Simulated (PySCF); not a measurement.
Telling isomers of C$_{5}$H$_{11}$BO$_{3}$ apart by NMR

PySCF 2.14.0 with density-fitted response routines calculation with PBE0-D3(BJ)/def2-SVP geometry and PBE0/pcSseg-1 with gauge-including orbitals; one conformer, non-relativistic, equivalent nuclei averaged, isolated molecule.

δ = σ(ref) − σ, references computed at the same level: TMS for 1H (σ = 31.27 ppm), 13C (σ = 184.41 ppm). Where no couplings were computed, multiplicities follow the n + 1 count of equivalent neighbours, and m marks all less simple cases (inequivalent or close neighbours, rings, F or P nearby). Carbons bonded to boron are broad in practice. Shifts are as computed. Against solution values, carbons near 30 ppm lie about +2 ppm off and those near 130 ppm about +5 ppm. Of 1309 compounds with measured shifts, 239 miss one by over three times the rms of a fit or turn the order of signals round; such compounds aren't used in these exercises. OH and NH positions are gas-phase values without hydrogen bonding to other molecules.

(1) Tabulate the signals of `CC(C)OB1OCCO1`, `CO[C@H]1C[C@@H](B(O)O)C1`, `C=COB(O)OC(C)C`, `CC(C)[C@H]1COB(O)O1` and their relative energies.

(2) What is the quickest way to tell CC(C)OB1OCCO1 from CC(C)[C@H]1COB(O)O1?

(3) What is the quickest way to tell CC(C)OB1OCCO1 from CO[C@H]1C[C@@H](B(O)O)C1?

(4) What is the quickest way to tell CO[C@H]1C[C@@H](B(O)O)C1 from C=COB(O)OC(C)C?

## Answers

(1) 
| SMILES | carbon types | δC | δH | E rel. (kcal/mol) |
| --- | --- | --- | --- | --- |
| CC(C)OB1OCCO1 | 1×CH 2×CH2 2×CH3 | 68.0, 67.0, 25.2 | 4.15 (sept, 1H), 4.12 (s, 4H), 1.15 (d, 6H) | 10.4 |
| CO[C@H]1C[C@@H](B(O)O)C1 | 2×CH 2×CH2 1×CH3 | 73.0, 54.8, 32.8, 10.9 | 3.66 (br s, 2H), 3.42 (m, 1H), 3.10 (s, 3H), 2.08 (m, 2H), 1.62 (m, 2H), 1.06 (m, 1H) | 48.1 |
| C=COB(O)OC(C)C | 2×CH 1×CH2 2×CH3 | 153.0, 102.6, 67.4, 25.3 | 6.23 (m, 1H), 5.72 (m, 1H), 4.49 (m, 1H), 4.37 (sept, 1H), 2.94 (br s, 1H), 1.26 (d, 6H) | 17.2 |
| CC(C)[C@H]1COB(O)O1 | 2×CH 1×CH2 2×CH3 | 84.2, 73.6, 37.8, 21.3, 18.1 | 4.11 (m, 1H), 3.69 (m, 1H), 3.67 (m, 1H), 3.01 (br s, 1H), 1.21 (m, 1H), 1.14 (m, 3H), 0.65 (d, 3H) | 0.0 |

Energies are electronic energies at PBE0/pcSseg-1 on these geometries, without zero-point or thermal terms, each for the one conformer computed, which needn't be the lowest.

(2) Count the carbon signals: 3 against 5. The first has an sp3 CH bonded to O at 68.0 ppm, the second an sp3 CH at 37.8 ppm. Their most deshielded carbons lie at 68.0 and 84.2 ppm.

(3) Count the carbon signals: 3 against 4. The first has an sp3 CH2 bonded to O at 67.0 ppm, the second an sp3 CH bonded to B at 10.9 ppm. Their most deshielded carbons lie at 68.0 and 73.0 ppm. In the proton spectra the most deshielded non-exchanging signals are 4.15 (sept, 1H) and 3.42 (m, 1H).

(4) Both give the same number of carbon signals, but DEPT or the intensities differ. The first has an sp3 CH2 in a ring at 32.8 ppm, the second an alkene carbon bearing oxygen (CH) at 153.0 ppm. Their most deshielded carbons lie at 73.0 and 153.0 ppm. In the proton spectra the most deshielded non-exchanging signals are 3.42 (m, 1H) and 6.23 (m, 1H).
